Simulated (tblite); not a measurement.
C₄H₈Cl₂O₂Si.
Atom-mapped SMILES: `[Cl:1][CH:2]([Cl:3])[SiH:4]1[O:5][CH2:6][CH2:7][CH2:8][O:9]1` (hydrogens: H10 on C2; H11 on Si4; H12, H13 on C6; H14, H15 on C7; H16, H17 on C8)

Structure used (GFN2-xTB), in Å, numbered top down from 1:
```
atom  x, y, z in Å
Cl1    3.626    1.225    0.126
C2     2.648   -0.165   -0.363
Cl3    3.449   -1.655    0.151
Si4    0.963   -0.053    0.514
O5     0.230    1.310    0.022
C6    -1.175    1.334   -0.083
C7    -1.710    0.100   -0.801
C8    -1.330   -1.177   -0.061
O9     0.066   -1.324    0.047
H10    2.638   -0.174   -1.451
H11    1.158   -0.052    1.962
H12   -1.432    2.243   -0.633
H13   -1.605    1.397    0.923
H14   -2.795    0.166   -0.883
H15   -1.276    0.064   -1.802
H16   -1.698   -2.057   -0.597
H17   -1.765   -1.171    0.945
```

Computed values, GFN2-xTB/tblite, gas phase, harmonic and unscaled. This tight-binding method is rough: wavenumbers can miss measured ones by several per cent, in bad cases by 10 to 20. Modes of hydrogen on silicon can be 10 to 20 % off. One conformer, not necessarily the lowest.

Task: How many normal modes are there?

Result: 17 atoms, non-linear: 3N − 6 = 45.

Task: What is the point group of the computed structure, and how do the modes divide by symmetry?

Result: Cs. The vibrations span 26 a′ + 19 a″.

Task: How many distinct wavenumbers does the calculation give?

Result: 45: Cs has no degenerate species.

Task: How many fundamentals are allowed in the infrared by symmetry?

Result: 45 of 45: in Cs every mode is allowed. All fundamentals are allowed in the Raman spectrum.

Task: What thermal excitation has the softest real mode at 298.15 K?

Result: 25.5 cm⁻¹ is a vibrational temperature θ of 37 K. The population of v = 1 over v = 0 is exp(−θ/T) = 0.88, and the mean quantum number is 7.6.
